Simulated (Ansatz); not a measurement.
# Two structures, one formula

The two ends of one reaction step of GaNH6, singlet (PBE0-D4/def2-TZVP).

A:

```xyz
8
angstrom
Ga -0.7625 0.2466 -0.7887
H -0.1257 -0.5690 -1.9847
H -0.5906 1.8187 -0.7888
H -2.0358 -0.3600 -0.0727
H 1.6168 0.0937 0.4405
N 0.6965 -0.2252 0.7204
H 0.7411 -1.2258 0.8748
H 0.4600 0.2210 1.5990
```

B:

```xyz
8
angstrom
Ga -0.8972 0.3668 0.0752
H 0.7954 -0.4988 -2.4038
H -0.8509 1.8094 -0.5195
H -1.8872 -0.7705 -0.3289
H 1.1928 -0.6135 -1.7809
N 0.3038 -0.0194 1.3796
H 0.3612 -0.9082 1.8464
H 0.9819 0.6342 1.7317
```

Computed with Ansatz 0.2.0 (basis: def2-TZVPP); correlated methods freeze the cores. Filled d shells of the heavier atoms are correlated. The def2 sets are not built for correlating such inner shells, so the correlated values are less sure here. B3LYP uses VWN-RPA correlation.

Which structure is lower at CCSD(T), and by how much? (An estimate is asked for; the value comes from the calculation.)

By the calculation: A, by 15.10 kcal/mol (electronic energy, against the other). By their contacts, A is GaNH₆ ([NH3][GaH3]) and B is a complex of GaNH₄ ([NH2][GaH2]) + H₂.

All methods give the same order:

| method | E(B) − E(A) (kcal/mol) |
| --- | --- |
| SPW92 | 19.12 |
| PBE-D4 | 14.26 |
| BLYP-D4 | 11.61 |
| r2SCAN-D4 | 15.44 |
| B97M-V | 18.01 |
| PBE0-D4 | 16.29 |
| B3LYP-D4 | 13.70 |
| r2SCAN0-D4 | 16.72 |
| BHLYP-D4 | 15.88 |
| CAM-B3LYP-D4 | 15.07 |
| wB97X-V | 15.29 |
| wB97M-V | 15.19 |
| B2PLYP | 13.66 |
| PBE-QIDH | 16.40 |
| RPA on PBE | 14.26 |
| HF | 15.89 |
| MP2 | 13.57 |
| CCSD | 15.52 |
| CCSD(T) | 15.10 |

No T1 diagnostic of these runs exceeds 0.014.

Labels in which every atom is bracketed show which atoms are joined, not bond orders.

For scale, one of the runs: CCSD(T)/def2-TZVPP, 163 basis functions, launched by `ansatz run in.yaml --threads 2 --pin off --events-out ev --progress --plain --max-ram 4352MiB`. Time: 17 s of wall clock on 2 CPU threads of an Intel Xeon Platinum 8488C; the host was shared. Peak host memory: 1.2 GiB.
